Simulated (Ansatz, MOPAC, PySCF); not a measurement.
Species: C$_{3}$H$_{7}$N (charge 0, singlet). SMILES: NC1CC1
Structure (B3LYP-D3(BJ)/def2-TZVP (Ansatz, a program for electronic structure) minimum search):
```
C
H 1 1.0888
N 1 1.4402 2 118.06
H 3 1.0133 1 111.20 2 -60.10
H 3 1.0133 4 107.85 1 -122.16
C 1 1.5007 2 115.87 3 146.09
H 6 1.0812 1 116.46 2 -146.10
H 6 1.0815 7 115.26 1 -145.27
C 1 1.5007 2 115.87 3 -146.09
H 9 1.0812 1 116.46 2 146.10
H 9 1.0815 10 115.26 1 145.27
```
Charge 0, spin multiplicity 1.

Unscaled harmonic wavenumbers (cm⁻¹) in rising order, each level at the stationary point that it reaches from this structure (no distance between atoms moves by over 0.3 Å); the order of modes can differ between levels, and a negative number is imaginary. B3LYP-D3(BJ)/def2-TZVP (PySCF, at the structure above): 265, 401, 413, 772, 802, 837, 845, 897, 1009, 1049, 1075, 1134, 1176, 1200, 1242, 1266, 1411, 1461, 1504, 1660, 3067, 3135, 3139, 3214, 3227, 3483, 3557.

PM3 (MOPAC): 124, 365, 430, 816, 876, 885, 946, 998, 1010, 1078, 1120, 1159, 1173, 1187, 1195, 1280, 1390, 1400, 1572, 1649, 2947, 3083, 3097, 3132, 3133, 3399, 3532. Zero-point energy 61.4 against 61.8 kcal/mol; where all levels lie over 400 cm⁻¹, the wavenumbers are on average 1.014 times those of B3LYP-D3(BJ)/def2-TZVP.

PM6 (MOPAC): 59, 347, 415, 795, 857, 868, 903, 926, 975, 1038, 1078, 1092, 1142, 1226, 1268, 1278, 1322, 1334, 1494, 1606, 2710, 2713, 2737, 2783, 2786, 2805, 2838. Zero-point energy 56.3 against 61.8 kcal/mol; where all levels lie over 400 cm⁻¹, the wavenumbers are on average 0.958 times those of B3LYP-D3(BJ)/def2-TZVP.

B3LYP/6-31G* (Ansatz): 282, 400, 411, 776, 824, 848, 868, 906, 1023, 1066, 1080, 1140, 1188, 1210, 1252, 1287, 1431, 1481, 1529, 1695, 3066, 3149, 3154, 3229, 3242, 3459, 3541. Zero-point energy 62.2 against 61.8 kcal/mol; where all levels lie over 400 cm⁻¹, the wavenumbers are on average 1.009 times those of B3LYP-D3(BJ)/def2-TZVP.
